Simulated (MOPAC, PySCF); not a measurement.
[W(=O)2(Cl)2], neutral singlet in the gas phase. 

Cartesian coordinates (Å):
```xyz
5

W     -0.0192     0.0793    -0.0589
O     -0.2319     1.2657     1.1609
O     -0.3408    -1.4291     0.6909
Cl    -1.5684     0.4280    -1.7005
Cl     2.1593     0.1088    -0.7449
```
Charge 0, multiplicity 1.

All levels are single points at this geometry (TPSS-D3(BJ)/def2-SVP); Pople sets use spherical d functions. Orbital energies aren't observables, and empty levels follow the basis.

PM7 in MOPAC gives dipole (D) = 2.63.

Estimate the dipole (D) from each of these levels: PBE-D3(BJ)/def2-TZVP in PySCF; TPSSh-D3(BJ)/def2-TZVP in PySCF; B3LYP/6-311+G** (LANL2DZ on W) in PySCF; B3LYP/6-31G* (LANL2DZ on W) in PySCF; PBE/6-31G* (LANL2DZ on W) in PySCF.


| level | dipole (D) |
|---|---|
| PBE-D3(BJ)/def2-TZVP in PySCF | 1.87 |
| TPSSh-D3(BJ)/def2-TZVP in PySCF | 1.93 |
| B3LYP/6-311+G** (LANL2DZ on W) in PySCF | 1.86 |
| B3LYP/6-31G* (LANL2DZ on W) in PySCF | 1.41 |
| PBE/6-31G* (LANL2DZ on W) in PySCF | 1.29 |
